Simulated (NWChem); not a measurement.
System: NbNH$_{2}$OCl$_{2}$; SMILES [Nb]([Cl])([NH2])(=[O])[Cl]

NWChem input:

```
start job
memory heap 200 mb stack 900 mb global 1100 mb
geometry units angstroms
  Nb     0.047529     0.297766    -0.022547
  O      0.308107     1.463256     1.165019
  Cl     1.558053    -1.310267     0.060390
  Cl    -1.876961    -0.746748     0.259535
  N      0.120618     1.324346    -1.675408
  H      0.281208     2.329259    -1.766573
  H      0.002759     0.944425    -2.619682
end
basis spherical
  * library def2-svp
end
ecp
  Nb library def2-ecp
end
dft
  xc pbe0
  iterations 150
end
driver
  maxiter 120
end
task dft optimize
```

Output (shortened):

```
             Northwest Computational Chemistry Package (NWChem) 7.3.0
             --------------------------------------------------------

 CS  symmetry detected

                             Geometry "geometry" -> ""
                             -------------------------

 Output coordinates in angstroms (scale by  1.889725989 to convert to a.u.)

  No.       Tag          Charge          X              Y              Z
 ---- ---------------- ---------- -------------- -------------- --------------
    1 Nb                  41.0000     0.27521380     0.07539743     0.00000000
    2 O                    8.0000     1.12223895     1.53112007     0.00000000
    3 Cl                  17.0000    -1.06902510    -0.09245526    -1.74331088
    4 Cl                  17.0000    -1.06902510    -0.09245526     1.74331088
    5 N                    7.0000     1.69068873    -1.26160951     0.00000000
    6 H                    1.0000     2.69767205    -1.08859831     0.00000000
    7 H                    1.0000     1.55268248    -2.27691126     0.00000000

 Effective nuclear repulsion energy (a.u.)     685.3741472466

      Symmetry information
      --------------------

 Group name             Cs
 Group number              2
 Group order               2
 No. of unique centers     6

                                Z-matrix (autoz)
                                --------

 Units are Angstrom for bonds and degrees for angles

      Type          Name      I     J     K     L     M      Value
      ----------- --------  ----- ----- ----- ----- ----- ----------
    1 Stretch                  1     2                       1.68421
    2 Stretch                  1     3                       2.20778
    3 Stretch                  1     4                       2.20778
    4 Stretch                  1     5                       1.94709
    5 Stretch                  5     6                       1.02174
    6 Stretch                  5     7                       1.02464
    7 Bend                     1     5     6               126.88407
    8 Bend                     1     5     7               125.62648
    9 Bend                     2     1     3               111.83430
   10 Bend                     2     1     4               111.83430
   11 Bend                     2     1     5               103.17368
   12 Bend                     3     1     4               104.30044
   13 Bend                     3     1     5               112.98066
   14 Bend                     4     1     5               112.98066
   15 Bend                     6     5     7               107.48945
   16 Torsion                  2     1     5     6           0.00000
   17 Torsion                  2     1     5     7         180.00000
   18 Torsion                  3     1     5     6         120.94164
   19 Torsion                  3     1     5     7         -59.05836
   20 Torsion                  4     1     5     6        -120.94164
   21 Torsion                  4     1     5     7          59.05836

                           NWChem Geometry Optimization
                           ----------------------------

 maximum gradient threshold         (gmax) =   0.000450
 rms gradient threshold             (grms) =   0.000300
 maximum cartesian step threshold   (xmax) =   0.001800
 rms cartesian step threshold       (xrms) =   0.001200
 fixed trust radius                (trust) =   0.300000
 source of zmatrix                         =   autoz

          -------------------
          Energy Minimization
          -------------------

 Using diagonal initial Hessian
 Scaling for Hessian diagonals: bonds = 1.00  angles = 0.25  torsions = 0.10

          --------
          Step   0

                                 NWChem DFT Module
                                 -----------------

[...]

      ----------------------
      Optimization converged
      ----------------------

  Step       Energy      Delta E   Gmax     Grms     Xrms     Xmax
  ---- ---------------- -------- -------- -------- -------- --------
@    7   -1107.95295475 -5.9D-08  0.00001  0.00001  0.00036  0.00109
                                     ok       ok       ok       ok

                                Z-matrix (autoz)
                                --------

 Units are Angstrom for bonds and degrees for angles

      Type          Name      I     J     K     L     M      Value     Gradient
      ----------- --------  ----- ----- ----- ----- ----- ---------- ----------
    1 Stretch                  1     2                       1.67931   -0.00001
    2 Stretch                  1     3                       2.31328   -0.00001
    3 Stretch                  1     4                       2.31328   -0.00001
    4 Stretch                  1     5                       1.93644    0.00001
    5 Stretch                  5     6                       1.01768   -0.00001
    6 Stretch                  5     7                       1.01959    0.00001
    7 Bend                     1     5     6               125.55249   -0.00001
    8 Bend                     1     5     7               123.87551    0.00001
    9 Bend                     2     1     3               110.77392    0.00000
   10 Bend                     2     1     4               110.77392    0.00000
   11 Bend                     2     1     5               103.23095    0.00001
   12 Bend                     3     1     4               112.13216    0.00001
   13 Bend                     3     1     5               109.78294   -0.00001
   14 Bend                     4     1     5               109.78294   -0.00001
   15 Bend                     6     5     7               110.57200    0.00000
   16 Torsion                  2     1     5     6           0.00000    0.00000
   17 Torsion                  2     1     5     7         180.00000    0.00000
   18 Torsion                  3     1     5     6         118.14950    0.00000
   19 Torsion                  3     1     5     7         -61.85050    0.00000
   20 Torsion                  4     1     5     6        -118.14950   -0.00000
   21 Torsion                  4     1     5     7          61.85050   -0.00000

                         Geometry "geometry" -> "geometry"
                         ---------------------------------

 Output coordinates in angstroms (scale by  1.889725989 to convert to a.u.)

  No.       Tag          Charge          X              Y              Z
 ---- ---------------- ---------- -------------- -------------- --------------
    1 Nb                  41.0000     0.26717996     0.08215291     0.00000000
    2 O                    8.0000     1.11720277     1.53043824     0.00000000
    3 Cl                  17.0000    -1.00814868    -0.12069158    -1.91929014
    4 Cl                  17.0000    -1.00814868    -0.12069158     1.91929014
    5 N                    7.0000     1.66855322    -1.25423893     0.00000000
    6 H                    1.0000     2.66818167    -1.06341982     0.00000000
    7 H                    1.0000     1.49562558    -2.25906133     0.00000000

 Effective nuclear repulsion energy (a.u.)     666.0673735112

      Symmetry information
      --------------------

 Group name             Cs
 Group number              2
 Group order               2
 No. of unique centers     6

                Final and change from initial internal coordinates
                --------------------------------------------------

                                Z-matrix (autoz)
                                --------

 Units are Angstrom for bonds and degrees for angles

      Type          Name      I     J     K     L     M      Value       Change
      ----------- --------  ----- ----- ----- ----- ----- ---------- ----------
    1 Stretch                  1     2                       1.67931   -0.00491
    2 Stretch                  1     3                       2.31328    0.10551
    3 Stretch                  1     4                       2.31328    0.10551
    4 Stretch                  1     5                       1.93644   -0.01065
    5 Stretch                  5     6                       1.01768   -0.00406
    6 Stretch                  5     7                       1.01959   -0.00504
    7 Bend                     1     5     6               125.55249   -1.33157
    8 Bend                     1     5     7               123.87551   -1.75097
    9 Bend                     2     1     3               110.77392   -1.06039
   10 Bend                     2     1     4               110.77392   -1.06039
   11 Bend                     2     1     5               103.23095    0.05726
   12 Bend                     3     1     4               112.13216    7.83172
   13 Bend                     3     1     5               109.78294   -3.19772
   14 Bend                     4     1     5               109.78294   -3.19772
   15 Bend                     6     5     7               110.57200    3.08255
   16 Torsion                  2     1     5     6           0.00000    0.00000
   17 Torsion                  2     1     5     7         180.00000    0.00000
   18 Torsion                  3     1     5     6         118.14950   -2.79215
   19 Torsion                  3     1     5     7         -61.85050   -2.79215
   20 Torsion                  4     1     5     6        -118.14950    2.79215
   21 Torsion                  4     1     5     7          61.85050    2.79215

[...]
```

Level: PBE0/def2-SVP with def2 effective core potentials on Nb. No frequency run checked for a minimum. def2 effective core potentials on Nb; no spin-orbit coupling.
